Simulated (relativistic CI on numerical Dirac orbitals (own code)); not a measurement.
**Co⁴⁺: M2,3 absorption edge**

Computed with this model: Dirac-Coulomb-Breit CI, KLI orbitals optimised for each configuration, model QED, valence Slater integrals scaled by 0.8, multiplet model of core-to-valence dipole absorption; configurations [Ar] 3d5 → [Ne] 3s2 3p5 3d6; 300 K; Lorentzian 0.8 eV and Gaussian 0.3 eV FWHM. Energies are those of the free ion, without screening or charge transfer. The branching ratio is the share of the lower-energy edge in the whole absorption, uncertain by about 0.02 where the edges overlap. S is read from ⟨S²⟩ = S(S + 1).

Field parameters in Wybourne normalisation: D3d B²₀ = −7Dσ, B⁴₀ = −14Dq − 21Dτ, B⁴₃ = −14√(10/7) Dq; D4h B²₀ = −7Ds, B⁴₀ = 21(Dq − Dt), B⁴₄ = 21√(5/14) Dq. The field is a parameter set, without covalency.

Peaks in eV (height, largest 100): 60.1 (21), 61.5 (10), 64.0 (18), 67.1 (33), 68.5 (62), 71.2 (61), 74.3 (100), 78.3 (22), 79.8 (17), 81.9 (61).

**Question.** Which surroundings give this spectrum?
A. D3d, 10Dq = 9900, Dσ = 730, Dτ = -420 cm⁻¹
B. free ion
C. D4h, 10Dq = 34800, Ds = 1830, Dt = 230 cm⁻¹
D. D3d, 10Dq = 36250, Dσ = 590, Dτ = 480 cm⁻¹

**Answer.** C. D4h, 10Dq = 34800, Ds = 1830, Dt = 230 cm⁻¹, where the ground state has S = 0.51.
